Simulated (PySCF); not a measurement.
# Single point on SrSn⁻

State: ⁴Σ⁻ (quartet), unpaired electrons σ ↑, π ↑↑.

An equivalent input (the run itself took its basis sets from the Basis Set Exchange, started from a PBE0 density and held the occupation σ 8α 7β, πx 4α 3β, πy 4α 3β, δx 1α 1β, δy 1α 1β):

```python
from pyscf import gto, scf
mol = gto.M(atom='Sr 0 0 0; Sn 0 0 3.364', basis={'Sr': 'def2-SVPD', 'Sn': 'def2-SVPD'}, ecp={'Sr': 'def2-SVPD', 'Sn': 'def2-SVPD'},
            charge=-1, spin=3, verbose=4, symmetry='C2v')
mf = scf.ROHF(mol)
mf.irrep_nelec = {'A1': (9, 8), 'A2': (1, 1), 'B1': (4, 3), 'B2': (4, 3)}
mf.conv_tol = 1e-9
mf.max_cycle = 60
mf.diis_space = 10
mf.kernel()
```

The log (some set-up lines and the per-cycle HOMO/LUMO lines removed):

```
******** <class 'pyscf.scf.hf_symm.SymAdaptedROHF'> ********
method = SymAdaptedROHF
damping factor = 0
level_shift factor = 0
DIIS = <class 'pyscf.scf.diis.CDIIS'>
diis_start_cycle = 1
diis_space = 10
diis_damp = 0
SCF conv_tol = 1e-09
SCF conv_tol_grad = None
SCF max_cycles = 60
num. doubly occ = 15  num. singly occ = 3
Set gradient conv threshold to 3.16228e-05
init E= -243.720874857706
cycle= 1 E= -243.729305076076  delta_E= -0.00843  |g|= 0.0383  |ddm|= 0.564
cycle= 2 E= -243.730714830042  delta_E= -0.00141  |g|= 0.0121  |ddm|= 0.278
cycle= 3 E= -243.730934079771  delta_E= -0.000219  |g|= 0.00667  |ddm|= 0.093
cycle= 4 E= -243.730998014753  delta_E= -6.39e-05  |g|= 0.0023  |ddm|= 0.0624
cycle= 5 E= -243.731011821577  delta_E= -1.38e-05  |g|= 0.00145  |ddm|= 0.0294
cycle= 6 E= -243.731017449714  delta_E= -5.63e-06  |g|= 0.000568  |ddm|= 0.0129
cycle= 7 E= -243.731019410115  delta_E= -1.96e-06  |g|= 0.000209  |ddm|= 0.00605
cycle= 8 E= -243.731019602949  delta_E= -1.93e-07  |g|= 0.0001  |ddm|= 0.00289
cycle= 9 E= -243.731019640471  delta_E= -3.75e-08  |g|= 4.77e-05  |ddm|= 0.00171
cycle= 10 E= -243.731019647989  delta_E= -7.52e-09  |g|= 1.5e-05  |ddm|= 0.000693
cycle= 11 E= -243.731019648636  delta_E= -6.47e-10  |g|= 6.24e-06  |ddm|= 0.000212
Extra cycle  E= -243.731019648696  delta_E= -5.97e-11  |g|= 4.55e-06  |ddm|= 0.000126
converged SCF energy = -243.731019648696
```

Repeating this along the bond gives Re = 3.606 Å and ωe = 81.1 cm⁻¹.

A point of this curve took 0.26 CPU seconds beside 0.45 for the integrals, on Oxide Virtual Turin-like (shared host).

Spin–orbit coupling is left out. The state was picked by a PBE0 search and need not be the measured ground state.
